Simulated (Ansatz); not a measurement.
N₂ ··· H₂Te

The pair of N₂ (SMILES N#N, atoms 1–2) and H₂Te (SMILES [TeH2], atoms 3–5), both closed shells, in one local arrangement (a lower one may exist), relaxed at PBE0-D4/def2-TZVP:

```xyz
5
angstrom
N 0.3131 -0.3532 -2.1083
N 0.4171 -0.4915 -3.1838
Te -0.7477 0.4653 1.2017
H 0.7476 -0.2420 1.2390
H -0.7300 0.6214 2.8512
```

Program: Ansatz 0.2.0. Basis: def2-TZVPPD, with def2-QZVPPD for the basis limit. Cores are frozen in the correlated methods. Filled d shells of the heavier atoms are correlated. Core potentials replace the inner electrons of the atoms past krypton. The def2 sets are not built for correlating such inner shells, so the correlated values are less sure here. B3LYP uses VWN-RPA correlation. Extrapolation: Hartree–Fock as exp(−7.88 √X), correlation as X^−2.97. Interaction energies count from these two fragments, frozen as in the pair, with the counterpoise correction; negative means bound.

(1) What is the interaction energy by CCSD(T) at an estimated basis limit (MP2 extrapolated from triple and quadruple zeta, plus CCSD(T) − MP2 in triple zeta)? (To be estimated.)

(2) Which atoms make the shortest contact between the fragments?

T1 diagnostic: at most 0.014.

Results:

(1) By the calculation: -0.83 kcal/mol. Hartree–Fock alone gives 0.28 kcal/mol at the basis limit, so without correlation the pair would not bind at this distance. It counts from the two fragments frozen as in the pair.

The same quantity by other methods in triple zeta, and each one's difference from that estimate:
```csv
method,E_int (kcal/mol),difference
PBE-D4,-1.09,-0.26
revPBE-D4,-0.87,-0.04
BLYP-D4,-0.86,-0.02
r2SCAN-D4,-0.67,0.17
B97M-V,-0.97,-0.14
PBE0-D4,-0.94,-0.11
B3LYP-D4,-0.91,-0.07
HSE06-D4,-0.95,-0.12
wB97X-V,-0.87,-0.04
wB97M-V,-0.83,0.00
B2PLYP,-0.37,0.46
HF,0.29,1.12
MP2,-0.96,-0.13
CCSD,-0.55,0.29
CCSD(T),-0.71,0.13
```
Differences are method less estimate.

(2) N1 and H4, 3.38 Å apart.

Basis-set superposition shift (counterpoise-corrected less uncorrected): CCSD(T) 0.52; MP2 0.50; HF 0.04; PBE0-D4 0.04; wB97M-V 0.06 kcal/mol.

For scale, one of the runs: CCSD(T)/def2-TZVPPD, 167 basis functions, launched by `ansatz run in.yaml --threads 2 --pin off --events-out ev --progress --plain --max-ram 5222MiB`. Time: 43 s of wall clock on 2 CPU threads of an Intel Xeon Platinum 8375C; the host was shared. Peak host memory: 1.6 GiB.
